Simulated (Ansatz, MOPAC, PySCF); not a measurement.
Breaking a bond: SMILES [GeH2]([GeH3])[GeH3] (H8Ge3). The Ge1–H11 bond (Ge1 also carries Ge, H, H; H11 carries nothing else) is stretched with both fragments frozen at the PBE0/def2-SVP optimised geometry.

PM6, restricted, heats of formation (MOPAC); UMP2/3-21G = unrestricted MP2 (frozen core)/3-21G (PySCF); RMP2/3-21G = restricted MP2 (frozen core)/3-21G (PySCF); UCCSD(T) = Ansatz (an electronic-structure program) with CCSD(T) on UHF/cc-pVDZ, cores with 3d frozen.

Energies relative to the lowest point of each curve near equilibrium, in mEh; the last columns give the difference from UCCSD(T):

```csv
R / Å,PM6,UMP2/3-21G,RMP2/3-21G,UCCSD(T),PM6 − UCCSD(T),UMP2/3-21G − UCCSD(T),RMP2/3-21G − UCCSD(T)
1.25,37.8,40.7,40.7,43.2,-5.4,-2.5,-2.5
1.37,10.6,12.1,12.1,12.6,-2.0,-0.5,-0.5
1.44,3.0,4.0,4.0,4.1,-1.1,-0.1,-0.1
1.51,0.1,0.5,0.5,0.4,-0.3,0.0,0.0
1.54,0.0,0.0,0.0,0.0,0.0,0.0,0.0
1.57,0.5,0.1,0.1,0.1,0.4,-0.1,-0.1
1.66,5.2,2.9,2.9,3.3,1.8,-0.4,-0.4
1.73,11.3,7.3,7.3,8.0,3.3,-0.7,-0.7
1.89,30.7,21.4,21.4,22.7,8.0,-1.2,-1.2
2.03,51.0,36.5,36.5,37.7,13.3,-1.3,-1.3
2.27,87.6,69.8,63.6,63.7,23.8,6.1,-0.1
2.55,127.0,95.7,93.5,90.1,36.9,5.6,3.4
2.85,162.0,107.5,120.8,110.9,51.0,-3.5,9.9
3.23,194.7,113.3,147.0,125.2,69.5,-11.9,21.8
3.76,223.5,115.9,167.8,130.2,93.3,-14.4,37.6
4.44,243.4,116.7,170.6,131.1,112.3,-14.5,39.5
```

PM6 is furthest from UCCSD(T) at 4.44 (112.3 mEh, above); its mean absolute difference over the points is 26.4 mEh.

UMP2/3-21G is furthest from UCCSD(T) at 4.44 (-14.5 mEh, below); its mean absolute difference over the points is 3.9 mEh.

RMP2/3-21G is furthest from UCCSD(T) at 4.44 (39.5 mEh, above); its mean absolute difference over the points is 7.4 mEh.

The restricted form behind PM6, RMP2/3-21G keeps the bonding electrons paired and can't separate into open-shell fragments. The unrestricted determinant behind UMP2/3-21G, UCCSD(T) is spin-contaminated at 2.27 to 4.44 Å (<S²> up to 1.0, against 0.00 for a pure singlet).
